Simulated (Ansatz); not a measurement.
Stepwise reaction of `[SH][GeH2][Cl]` with hydrogen fluoride, as a gas-phase model of exchange steps in deposition or etching. ΔE in kJ/mol; ΔG adds harmonic PBE0-D4 terms to CCSD(T)/CBS, at 1 bar.

Program: Ansatz. Geometries: PBE0-D4/def2-TZVP. ΔE: electronic, gas phase. CCSD(T)/CBS adds triple-zeta CCSD(T) − MP2 to the extrapolated MP2 energy (def2 sets, frozen cores). This one scheme is used for every species. DFT in def2-TZVPP. B3LYP here is the variant with VWN-RPA as its local correlation; programs differ in this. For Ge outer-core shells are correlated without core-valence functions, which leaves a few kJ/mol of doubt a bond. Scalar relativity is left out up to krypton. Each species was taken in one conformer, which may not be the lowest.

```csv
step,reaction,PBE-D4,B3LYP-D4,ωB97M-V,CCSD(T)/CBS,ΔG(600 K)
1,`[SH][GeH2][Cl]` + H–F → `[F][GeH]([SH])[Cl]` + H₂,-44.7,-47.6,-46.9,-39.6,-38.9
2,`[F][GeH]([SH])[Cl]` + H–F → `[F][Ge]([F])([SH])[Cl]` + H₂,-39.3,-42.6,-42.3,-35.7,-35.1
```

(1) By hand: ΔE of the 2 steps together at CCSD(T)/CBS.

## Answers

(1) (-39.6) + (-35.7) = -75.3 kJ/mol, or -37.7 kJ/mol a step.

In ΔE the steps differ by no more than 3.9 kJ/mol. All are downhill at CCSD(T)/CBS. ΔG lies between -38.9 and -35.1 kJ/mol a step. PBE-D4 differs from CCSD(T)/CBS by -5.1 to -3.6 kJ/mol a step. Isolated molecules leave out the surface, adducts and barriers. Largest T1 diagnostic: 0.012.
